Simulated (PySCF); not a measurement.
Computed shifts of a molecule Cl3H4NSi2, HF/pcSseg-1 (PySCF), GIAO, gas phase, equivalent atoms averaged, in ppm (number of nuclei): ²⁹Si: -3.2 (1), -53.3 (1). ¹⁵N: 32.5 (1). ¹H: 4.55 (3), 1.26 (1). References: ²⁹Si against TMS (σ = 393.8 ppm); ¹⁵N against NH3 (σ = 267.3 ppm); ³⁵Cl against HCl (σ = 958.2 ppm); ¹H against TMS (σ = 31.99 ppm), references at their B3LYP-D3(BJ)/def2-TZVP geometries, non-relativistic (without spin–orbit terms, shifts of atoms bonded to Cl or Br come out too high). Coordinates come from a PBE0-D3(BJ)/def2-SVP optimisation. Other conformers were not sampled.

Problem. Identify the compound among the candidates.
(A) N[SiH2][Si](Cl)(Cl)Cl
(B) Cl[SiH2]N[SiH](Cl)Cl
(C) [SiH3]N[Si](Cl)(Cl)Cl

Solution. C, [SiH3]N[Si](Cl)(Cl)Cl
